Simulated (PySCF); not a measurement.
Match the calculated data to a structure.

All candidates are C8H15PS.

| technique | computed result |
| --- | --- |
| NMR, other nuclei | isotropic shieldings of nuclei other than C and H, by class: 271 (1 P), 821 (1 S) ppm [GIAO PBE0/pcSseg-1] |
| 1H NMR | chemical shifts (computed TMS as zero) by class: 7.15 (1 H), 6.71 (1 H), 5.88 (1 H), 1.61 (1 H), 1.27 (3 H), 0.96 (1 H), 0.94 (3 H), 0.84 (1 H), 0.72 (1 H), 0.54 (1 H), 0.37 (1 H) ppm [GIAO PBE0/pcSseg-1] |
| Rotational structure | rotational constants A, B, C: 1.084, 0.869, 0.735 GHz [PBE0-D3(BJ)/def2-SVP] |
| Dipole | 4.60 D [PBE0/pcSseg-1] |
| 13C NMR | chemical shifts (computed TMS as zero) by class: 151.7 (1 C), 134.2 (1 C), 32.6 (1 C), 16.5 (1 C), 16.1 (1 C), 15.2 (1 C), 5.3 (1 C), 5.1 (1 C) ppm [GIAO PBE0/pcSseg-1] |

Electronic properties: PySCF, gas phase, density fitting. Levels stand in brackets. Isolated species at its PBE0-D3(BJ)/def2-SVP geometry (one conformer only). NMR values are class means; diastereotopic atoms form classes of their own.

Question: Which candidate is it?
A. `CCC1=C(C)CC[P@@]1(C)=S`
B. `C1CC(P2CCSCC2)C1`
C. `C=C[P@](=S)(C(C)C)C1CC1`

Answer: C. It is `C=C[P@](=S)(C(C)C)C1CC1`. Numbering: `[CH2:1]=[CH:2][P@:3](=[S:4])([CH:5]([CH3:6])[CH3:7])[CH:8]1[CH2:9][CH2:10]1`. 8 carbons fall into 8 classes; from least to most shielded: terminal =CH2 carbon [C1] (151.7 ppm), alkene CH carbon [C2] (134.2 ppm), chain sp3 carbon bound to phosphorus [C5] (32.6 ppm), methyl carbon [C7] (16.5 ppm), methyl carbon [C6] (16.1 ppm), ring sp3 carbon bound to phosphorus [C8] (15.2 ppm), three-membered-ring carbon [C10] (5.3 ppm), three-membered-ring carbon [C9] (5.1 ppm). Hydrogen classes from least to most shielded: 1 H on a terminal =CH2 carbon, C1 (7.15 ppm), 1 H on a terminal =CH2 carbon, C1 (6.71 ppm), 1 H on an alkene CH carbon, C2 (5.88 ppm), 1 H on an sp3 carbon bound to phosphorus, C5 (1.61 ppm), 3 H on a methyl carbon, C6 (1.27 ppm, a mean of values up to 0.8 ppm apart in this geometry), 1 H on an sp3 carbon bound to phosphorus, C8 (0.96 ppm), 3 H on a methyl carbon, C7 (0.94 ppm, a mean of values up to 0.8 ppm apart in this geometry), 1 H on a three-membered-ring carbon, C10 (0.84 ppm), 1 H on a three-membered-ring carbon, C9 (0.72 ppm), 1 H on a three-membered-ring carbon, C10 (0.54 ppm), 1 H on a three-membered-ring carbon, C9 (0.37 ppm). The other shieldings belong to: 271 ppm, phosphorus bonded to 3 C and S [P3]; 821 ppm, sulfur bonded to P [S4]. The optimised geometry has point group C1 and is an asymmetric top.

The others, at the same levels:
- `CCC1=C(C)CC[P@@]1(C)=S` fails: its computed 13C shifts are 153.2 (1 C), 144.4 (1 C), 36.1 (1 C), 35.4 (1 C), 23.4 (1 C), 22.2 (1 C), 18.5 (1 C), 18.2 (1 C) ppm, 1H shifts are 2.31 (1 H), 2.20 (1 H), 2.18 (1 H), 2.18 (1 H), 1.87 (1 H), 1.79 (3 H), 1.76 (1 H), 1.38 (3 H), 1.26 (3 H) ppm and rotational constant A is 1.216 GHz (against 1.084 GHz).
- `C1CC(P2CCSCC2)C1` fails: it has 5 carbon classes against 8; its computed 13C shifts are 38.5 (1 C), 32.0 (2 C), 29.3 (2 C), 27.1 (2 C), 23.8 (1 C) ppm, 1H shifts are 2.56 (4 H), 2.14 (1 H), 2.09 (1 H), 1.90 (1 H), 1.86 (2 H), 1.79 (2 H), 1.49 (4 H) ppm and rotational constant A is 2.504 GHz (against 1.084 GHz).

Each candidate is one conformer, not necessarily the lowest. Dipoles, sizes and rotational constants follow the conformer. The torsions of the flexible species, by atom-mapped SMILES:
- `[CH2:1]=[CH:2][P@:3](=[S:4])([CH:5]([CH3:6])[CH3:7])[CH:8]1[CH2:9][CH2:10]1`: C1–C2–P3–S4 -2°, C2–P3–C5–C6 -171°, C2–P3–C8–C9 37°

The conformers of `CCC1=C(C)CC[P@@]1(C)=S` and `C1CC(P2CCSCC2)C1` aren't listed.
